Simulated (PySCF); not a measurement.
BFBr2, SMILES BrB(Br)F.

Geometry optimised at B3LYP-D3(BJ)/def2-SVP.

Two levels are set side by side: TDA-PBE/def2-SVPD (PySCF) and TDA-B3LYP/def2-SVPD (PySCF). Vertical, same geometry. The lowest singlet is HOMO→LUMO 100 % with PBE and HOMO→LUMO 100 % with the other functional; states are paired by order. Differences are taken from unrounded values.

```tsv
quantity	TDA-B3LYP	TDA-PBE	TDA-PBE minus TDA-B3LYP
lowest singlet excitation (eV)	5.42	4.97	-0.46
lowest triplet excitation (TDA) (eV)	5.27	4.81	-0.46
first bright state (f over 0.05) (eV)	6.39	6.01	-0.38
its oscillator strength	0.15	0.14	-0.01
```

Functionals without exact exchange tend to place singlet excitations lower, as here. Differences between two approximate levels are no errors against the true value.

Rough cost on one machine, each run with all the roots and properties that it gave: TDA-B3LYP against TDA-PBE about 3 times.
